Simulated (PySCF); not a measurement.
Si(H)2(Me)(vinyl) (C3H8Si), SMILES C=C[SiH2]C. Atoms are numbered in the order given.

```xyz
12

Si     0.4798    -0.4210     0.4387
C      1.9341     0.2530    -0.5569
C     -1.1484    -0.0898    -0.4312
C     -2.1336     0.6606     0.0811
H      0.6625    -1.8941     0.6251
H      0.4254     0.2240     1.7856
H      1.8431     1.3425    -0.6918
H      2.8899     0.0465    -0.0490
H      1.9734    -0.2120    -1.5553
H     -1.3049    -0.5281    -1.4273
H     -3.0712     0.8434    -0.4568
H     -2.0483     1.1283     1.0690
```
Charge 0, spin multiplicity 1.

Geometry: B3LYP-D3(BJ)/def2-SVP. The values are those of a single conformer.

Method: PySCF with PBE/def2-TZVP.

The molecule is in vacuum.

Question: Estimate the frontier levels, gap, dipole moment and polarisability. (Estimate from the structure and the level; the computed values follow.)

Answer: 
```
Quantity                                                                                                        Value
---------------------------------------------------------------------------------------------  ----------------------
highest occupied level                                                                                       -6.69 eV
lowest empty level                                                                                           -1.42 eV
orbital gap                                                                                                   5.27 eV
dipole moment                                                                                                  0.76 D
quadrupole, principal values (traceless, Buckingham form, about the centre of nuclear charge)   -3.65, 0.99, 2.66 D·Å
mean static polarisability                                                                       66.2 bohr³ (9.81 Å³)
polarisability, principal values                                                               55.0, 59.5, 84.1 bohr³
```
